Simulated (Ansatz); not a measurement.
Relaxation of ClH8HfNO3Si (15 atoms, charge 0, multiplicity 1), to a largest force component of 0.03 eV/Å in at most 50 steps.

Method: Ansatz 0.2.0, RHF/def2-SVP.

```xyz
15
Properties=species:S:1:pos:R:3:forces:R:3
Hf 0.332 0.170 -0.461 0.41 0.26 0.51
Cl -1.496 0.658 2.745 1.29 0.28 -0.13
O 1.559 -0.188 -1.910 -0.01 0.02 0.01
H 2.083 -0.209 -2.688 0.01 -0.01 -0.02
O -1.031 1.448 -0.976 0.03 -0.02 0.02
H -1.764 2.007 -1.146 -0.01 0.01 -0.01
N -0.446 -1.666 0.030 -0.01 0.01 0.01
H -1.187 -1.851 0.684 0.02 0.02 -0.02
H -0.140 -2.541 -0.358 0.00 -0.03 0.00
O 1.423 0.932 1.093 -0.46 -0.28 -0.54
Si 2.767 1.498 1.834 0.03 0.02 0.01
H 3.788 0.433 1.980 -0.01 0.00 0.00
H 3.368 2.614 1.064 0.00 0.00 0.00
H 2.417 1.998 3.188 0.00 -0.01 0.00
H -0.213 0.927 2.576 -1.28 -0.27 0.15
```

Problem. Where does it end, and by what steps?

Solution. It converged. After 10 steps the energy has fallen by 0.056 eV; Cl2 moved furthest, 0.27 Å.

```tsv
step	energy less start (eV)	largest force component (eV/Å)	accepted
0	0.0000	1.293	yes
1	-0.0259	1.119	yes
2	-0.0073	1.480	no
3	-0.0426	0.567	yes
4	-0.0511	0.273	yes
5	-0.0513	0.241	yes
6	-0.0516	0.233	yes
7	-0.0557	0.032	yes
8	-0.0546	0.145	no
9	-0.0559	0.031	yes
10	-0.0563	0.013	yes
```

```xyz
15
Properties=species:S:1:pos:R:3
Hf 0.370 0.165 -0.523
Cl -1.403 0.678 2.994
O 1.595 -0.203 -1.976
H 2.134 -0.267 -2.741
O -1.008 1.445 -0.992
H -1.729 2.019 -1.170
N -0.443 -1.644 0.015
H -1.197 -1.775 0.668
H -0.151 -2.548 -0.312
O 1.416 0.918 1.010
Si 2.718 1.495 1.823
H 3.758 0.449 1.964
H 3.309 2.655 1.114
H 2.301 1.931 3.178
H -0.210 0.911 2.602
```

The run took 28 s on 4 threads of Arm Neoverse V2, on a shared host, peak memory 0.51 GiB.
